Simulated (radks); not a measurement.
Spherical quantum dot in the effective-mass picture: electrons in a parabolic well V = omega^2 r^2 / 2 with omega = 0.32, all in effective atomic units (hartree* = m*/eps^2 hartree, bohr* = eps/m* bohr), one dielectric constant everywhere. Calculated with a radial shooting solver with Libxc functionals: non-relativistic Kohn-Sham, LDA (Slater exchange, Perdew-Wang correlation), spin-polarised, spherical densities. Levels are named by radial order and angular momentum (1s, 1p, 1d, 2s, ...), and open shells are averaged over m. Results are scaled to m* = 0.298 and eps = 15.5, for which hartree* = 33.75 meV and bohr* = 2.752 nm.

N = 19, configuration 1s2 1p6 1d10 2s(up 1, down 0). This is the lowest configuration that the search found. Occupied and some empty levels:

level    occupation  eigenvalue (meV)  <r> (nm)
1s up             1            158.28     9.567
1s down           1            158.67     9.900
1p up             3            161.88     11.67
1p down           3            162.05     11.74
1d up             5            166.18     13.02
1d down           5            166.29     13.02
2s up             1            167.59     10.62
2s down           0            168.34     10.67
1f up             0            171.13     14.05
1f down           0            171.24     14.04
2p up             0            173.64     11.94
2p down           0            174.02     12.07
1g up             0            176.68     14.92
1g down           0            176.80     14.91

Energy (meV): total 1923.27, kinetic 140.13, external 692.42, Hartree 1240.8, exchange-correlation -150.07.

Electron density:

r (nm)  n(r) (e/nm^3)
1.14         0.001239
2.41         0.001170
3.68         0.001097
4.95         0.001062
6.22         0.001089
7.49         0.001169
8.76         0.001260
10.0         0.001306
11.3         0.001258
12.6         0.001096
13.8        0.0008480
15.1        0.0005709
16.4        0.0003305
17.7        0.0001625
18.9       0.00006754
20.2       0.00002372
21.5        7.024e-06
22.7        1.761e-06
24.0        3.727e-07
25.3        6.748e-08
